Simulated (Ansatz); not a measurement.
A nudged elastic band was laid between two geometries of H$_{4}$InNO (7 atoms, charge 0, multiplicity 1).

Level of theory: RKS PBE-D4/def2-SVP (Ansatz).

* movable images: 7
* climbing image: yes
* spring: 5.0 eV/Å²
* optimiser: quadratic models (default)
* start path: through a guess of the saddle point
* force threshold: 0.03 eV/Å
* iteration limit: 60
* end points: relaxed

Image 0:

```xyz
7
Properties=species:S:1:pos:R:3
N -0.907 0.791 -0.976
In 0.079 0.059 0.660
O 1.536 -1.174 -0.031
H -0.832 0.209 -1.818
H -1.886 1.072 -0.854
H -0.085 0.528 2.313
H 2.095 -1.485 0.706
```

Image 8:

```xyz
7
Properties=species:S:1:pos:R:3
N -0.770 0.705 -0.943
In 0.058 0.093 0.839
O 1.635 -1.166 0.621
H -0.692 0.046 -1.726
H -1.743 1.027 -0.896
H -0.268 0.662 2.427
H 1.781 -1.368 -0.323
```

Q: What changes between the two ends?

A: No bond is made or broken. The dihedral N1–In2–O3–H7 goes from 175 to -3°.

Q: What energy profile does the band end with?

A: The forces met the threshold. The highest image is number 4 of 0 to 8, 0.135 eV above the first end and 0.121 eV above the last; the last end lies 0.014 eV above the first. A vibrational analysis at the climbing image gives one clearly imaginary mode, 297i cm⁻¹: a first-order saddle point.

```
image  path coordinate (Å)  energy (eV)  dihedral N1–In2–O3–H7 (°)
    0                 0.00        0.000                        175
    1                 0.25        0.018                       -165
    2                 0.50        0.065                       -142
    3                 0.75        0.114                       -119
    4                 1.00        0.135                        -95
    5                 1.26        0.113                        -70
    6                 1.53        0.065                        -44
    7                 1.79        0.026                        -20
    8                 2.05        0.014                         -3
```

Q: What is the geometry of the highest image?

A: 
```xyz
7
Properties=species:S:1:pos:R:3
N -0.904 0.698 -0.925
In 0.137 0.135 0.741
O 1.855 -0.842 0.242
H -0.732 0.188 -1.797
H -1.899 0.933 -0.850
H -0.171 0.695 2.345
H 1.713 -1.807 0.245
```

Q: What are the harmonic wavenumbers there?

A: 297i, 134, 274, 303, 406, 429, 555, 589, 712, 744, 1459, 1759, 3463, 3576, 3718 cm⁻¹.

Run time: 120 s on 1 thread of Intel(R) Xeon(R) Processor @ 2.70GHz (shared host), peak memory 0.14 GiB.
